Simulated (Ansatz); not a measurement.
A structure relaxed at PBE0-D4/def2-SVP in Ansatz, charge 0, singlet:

```xyz
6

Na   -1.1126   -1.4774   -0.7436
Na    1.9292    0.1359   -0.4834
Na   -0.8162    1.3407    1.2277
F     1.1436    1.5172    0.7655
F    -1.9823   -0.1399    0.4972
F     0.8383   -1.3765   -1.2633
```

**Question.** Give its formula and point group.

**Answer.** Na₃F₃. Point group D3h (tolerance 0.1 Å).

**Question.** Summarise the bond lengths by kind (pairs closer than 1.2 times the sum of covalent radii, bridged metal pairs left out).

**Answer.** 6 × F–Na 2.02 Å.

The structure comes from a short search, and lower isomers may exist.
